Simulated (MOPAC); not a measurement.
Input file for MOPAC: AM1 on CH7NSn (SMILES C[NH][SnH3]), a point of a torsion scan.

```
AM1 1SCF PRECISE CHARGE=0 THREADS=1
CH7NSn

C     -1.12404079 1    -0.32790037 1     0.35462076 1
N     -1.04122865 1     0.08314333 1    -1.03658958 1
Sn    -0.79579694 1     2.01923499 1    -1.53341680 1
H     -1.70877891 1     0.34814858 1     0.98663665 1
H     -1.54810946 1    -1.32638367 1     0.42094793 1
H     -0.11480294 1    -0.35478061 1     0.76665392 1
H     -1.80708281 1    -0.33006723 1    -1.55312599 1
H     -0.96584660 1     2.06373877 1    -3.17855862 1
H      0.74599847 1     2.42080921 1    -1.08525996 1
H     -1.85183546 1     3.09050282 1    -0.78403000 1
```

Program output:

```
*******************************************************************************
 **                                                                           **
 **                              MOPAC v23.2.5                                **
 **                                                                           **
 *******************************************************************************
 ** MOPAC's Digital Object Identifier: https://doi.org/10.5281/zenodo.6511958 **
 **                                                                           **
 ** Please cite the open-source release paper for use of this MOPAC version:  **
 ** J. E. Moussa and J. J. P. Stewart (2026)                                  **
 ** MOPAC: An open-source semiempirical molecular orbital program             **
 ** J. Open Source Softw., 11(119), 8025, https://doi.org/10.21105/joss.08025 **
 *******************************************************************************

                              AM1 CALCULATION RESULTS

 *******************************************************************************
 *  AM1        - The AM1 Hamiltonian to be used
 *
 *
 *
 *                 CHARGE ON SYSTEM = 0
 *
 *
 *
 *  PRECISE    - TIGHTER CRITERIA TO BE USED
 *  1SCF       - DO 1 SCF AND THEN STOP
 *  THREADS=1  - MULTI-THREADING NOT USED
 *  T=         - A TIME OF 172800.0 SECONDS REQUESTED
 *  DUMP=N     - RESTART FILE WRITTEN EVERY 7200.0 SECONDS REQUESTED
 *******************************************************************************
AM1 1SCF PRECISE CHARGE=0 THREADS=1
 CH7NSn

   ATOM   CHEMICAL          X               Y               Z
  NUMBER   SYMBOL      (ANGSTROMS)     (ANGSTROMS)     (ANGSTROMS)

     1       C         -1.12404079  *  -0.32790037  *   0.35462076  *
     2       N         -1.04122865  *   0.08314333  *  -1.03658958  *
     3      Sn         -0.79579694  *   2.01923499  *  -1.53341680  *
     4       H         -1.70877891  *   0.34814858  *   0.98663665  *
     5       H         -1.54810946  *  -1.32638367  *   0.42094793  *
     6       H         -0.11480294  *  -0.35478061  *   0.76665392  *
     7       H         -1.80708281  *  -0.33006723  *  -1.55312599  *
     8       H         -0.96584660  *   2.06373877  *  -3.17855862  *
     9       H          0.74599847  *   2.42080921  *  -1.08525996  *
    10       H         -1.85183546  *   3.09050282  *  -0.78403000  *



          CARTESIAN COORDINATES

    NO.       ATOM           X           Y           Z

     1         C         -1.1240     -0.3279      0.3546
     2         N         -1.0412      0.0831     -1.0366
     3        Sn         -0.7958      2.0192     -1.5334
     4         H         -1.7088      0.3481      0.9866
     5         H         -1.5481     -1.3264      0.4209
     6         H         -0.1148     -0.3548      0.7667
     7         H         -1.8071     -0.3301     -1.5531
     8         H         -0.9658      2.0637     -3.1786
     9         H          0.7460      2.4208     -1.0853
    10         H         -1.8518      3.0905     -0.7840

  H: (AM1): M.J.S. DEWAR ET AL, J. AM. CHEM. SOC. 107 3902-3909 (1985)
  C: (AM1): M.J.S. DEWAR ET AL, J. AM. CHEM. SOC. 107 3902-3909 (1985)
  N: (AM1): M.J.S. DEWAR ET AL, J. AM. CHEM. SOC. 107 3902-3909 (1985)
 Sn: (AM1): J. J. P. STEWART, J. MOL. MOD., 10, 155-164 (2004)

           Empirical Formula: C H7 N Sn  =    10 atoms



      MOLECULAR POINT GROUP   :   C1


      RHF CALCULATION, NO. OF DOUBLY OCCUPIED LEVELS = 10


 -------------------------------------------------------------------------------
 AM1 1SCF PRECISE CHARGE=0 THREADS=1
 CH7NSn



     1SCF WAS SPECIFIED, SO BFGS WAS NOT USED
     SCF FIELD WAS ACHIEVED


                              AM1 CALCULATION
                                                       MOPAC v23.2.5 Linux




          FINAL HEAT OF FORMATION =         38.91259 KCAL/MOL =     162.81027 KJ/MOL


          COSMO AREA              =        117.86 SQUARE ANGSTROMS
          COSMO VOLUME            =        107.80 CUBIC ANGSTROMS

          IONIZATION POTENTIAL    =          8.574684 EV
          HOMO LUMO ENERGIES (EV) =         -8.575  0.283
          NO. OF FILLED LEVELS    =         10
          MOLECULAR WEIGHT        =        151.7630         POINT GROUP:  C1

          MOLECULAR DIMENSIONS (Angstroms)

            Atom       Atom       Distance
            H     8    H     5     4.97880
            H     7    H     9     3.30802
            H     6    H    10     2.52686


          SCF CALCULATIONS        =          1





   ATOM   CHEMICAL          X               Y               Z
  NUMBER   SYMBOL      (ANGSTROMS)     (ANGSTROMS)     (ANGSTROMS)

     1       C         -1.12404079  *  -0.32790037  *   0.35462076  *
     2       N         -1.04122865  *   0.08314333  *  -1.03658958  *
     3      Sn         -0.79579694  *   2.01923499  *  -1.53341680  *
     4       H         -1.70877891  *   0.34814858  *   0.98663665  *
     5       H         -1.54810946  *  -1.32638367  *   0.42094793  *
     6       H         -0.11480294  *  -0.35478061  *   0.76665392  *
     7       H         -1.80708281  *  -0.33006723  *  -1.55312599  *
     8       H         -0.96584660  *   2.06373877  *  -3.17855862  *
     9       H          0.74599847  *   2.42080921  *  -1.08525996  *
    10       H         -1.85183546  *   3.09050282  *  -0.78403000  *

                             CARTESIAN COORDINATES

   1    C       -1.124040790    -0.327900370     0.354620760
   2    N       -1.041228650     0.083143330    -1.036589580
   3   Sn       -0.795796940     2.019234990    -1.533416800
   4    H       -1.708778910     0.348148580     0.986636650
   5    H       -1.548109460    -1.326383670     0.420947930
   6    H       -0.114802940    -0.354780610     0.766653920
   7    H       -1.807082810    -0.330067230    -1.553125990
   8    H       -0.965846600     2.063738770    -3.178558620
   9    H        0.745998470     2.420809210    -1.085259960
  10    H       -1.851835460     3.090502820    -0.784030000


           Empirical Formula: C H7 N Sn  =    10 atoms



      MOLECULAR POINT GROUP   :   C1


                  EIGENVALUES
 -34.34948 -24.67119 -16.63764 -15.35648 -13.90620 -13.25372 -11.07432 -10.31935
 -10.20006  -8.57468   0.28268   4.36443   4.78110   4.85795   5.29597   5.36461
   5.44901   6.18428   6.96283


              NET ATOMIC CHARGES AND DIPOLE CONTRIBUTIONS

  ATOM NO.   TYPE          CHARGE      No. of ELECS.   s-Pop       p-Pop
    1          C          -0.086298        4.0863     1.20778     2.87851
    2          N          -0.737259        5.7373     1.60090     4.13635
    3         Sn           1.761837        2.2382     1.16639     1.07178
    4          H           0.016099        0.9839     0.98390
    5          H           0.056063        0.9439     0.94394
    6          H           0.060160        0.9398     0.93984
    7          H           0.120689        0.8793     0.87931
    8          H          -0.394608        1.3946     1.39461
    9          H          -0.407312        1.4073     1.40731
   10          H          -0.389370        1.3894     1.38937
 DIPOLE           X         Y         Z       TOTAL
 POINT-CHG.    -0.376     1.878    -0.328     1.943
 HYBRID        -0.753    -0.965     0.413     1.292
 SUM           -1.130     0.912     0.085     1.454


          ATOMIC ORBITAL ELECTRON POPULATIONS

     Atom    s        px        py        pz
    1  C   1.20778   0.99601   0.98171   0.90079
    2  N   1.60090   1.52174   1.50977   1.10485
    3 Sn   1.16639   0.38661   0.30754   0.37762
    4  H   0.98390
    5  H   0.94394
    6  H   0.93984
    7  H   0.87931
    8  H   1.39461
    9  H   1.40731
   10  H   1.38937

 **********************
 *                    *
 * JOB ENDED NORMALLY *
 *                    *
 **********************




 == MOPAC DONE ==
```

The run finished.

Cost: around 0.04 core-seconds (rough).
